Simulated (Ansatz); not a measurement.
A series at Hf: from `[F][Hf]([Cl])([Cl])[Cl]`, ligands are replaced one by one, each step taking up H–F and setting free HCl; n counts the steps. Ansatz, PBE0-D4/def2-TZVP geometries.

```tsv
n	molecule	HOMO energy, ωB97M-V/def2-TZVPP (eV)
0	`[F][Hf]([Cl])([Cl])[Cl]`	-11.90
1	`[F][Hf]([F])([Cl])[Cl]`	-12.04
2	`[F][Hf]([F])([F])[Cl]`	?
3	`[F][Hf]([F])([F])[F]`	-14.69
```

Question: By hand: fit a straight line y = ȳ + b (n − n̄) to the 3 given rows and predict n = 2.

Answer: n̄ = 1.333, ȳ = -12.877; Σ(n − n̄)(y − ȳ) = -4.603, Σ(n − n̄)² = 4.667, so b = -0.986 eV a step. Prediction: -12.877 + (-0.986) × (0.667) = -13.53 eV.

Question: By hand: compare with the computed value, -12.30 eV, and give the steps along the whole series.

Answer: The line misses by 1.23 eV (computed minus predicted). Steps: -0.14, -0.26, -2.39 eV.

One step carries most of the change, so a line is a poor guide. The highest orbital can change its character along such a series. The miss is 44.1 % of the series' range.
